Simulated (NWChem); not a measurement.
Molecule: C3H5, doublet; SMILES C[C]=C

```xyz
8

C      0.0974    -1.3473     0.0000
C     -0.3750    -0.1213     0.0001
C      0.0748     1.2709     0.0000
H     -0.5573    -2.2265    -0.0003
H      1.1825    -1.5459     0.0002
H      1.1804     1.3366     0.0033
H     -0.2916     1.8100    -0.8888
H     -0.2971     1.8121     0.8852
```
Atoms are numbered in this order, from 1.

All runs use the structure optimised with PBE0/def2-SVP, spin-unrestricted. No stability test was run on the SCF state.

Question: List the 4 lowest vertical excitations from LRC-wPBEh/6-31G* (spherical d), spin-unrestricted, TDA (NWChem).

Answer: 
```json
[
 {"state": "state 1", "energy (eV)": "3.62", "oscillator strength": "0.001", "<S²>": "0.77"},
 {"state": "state 2", "energy (eV)": "4.72", "oscillator strength": "0.000", "<S²>": "2.73"},
 {"state": "state 3", "energy (eV)": "4.74", "oscillator strength": "0.004", "<S²>": "0.79"},
 {"state": "state 4", "energy (eV)": "7.74", "oscillator strength": "0.001", "<S²>": "0.79"}
]
```
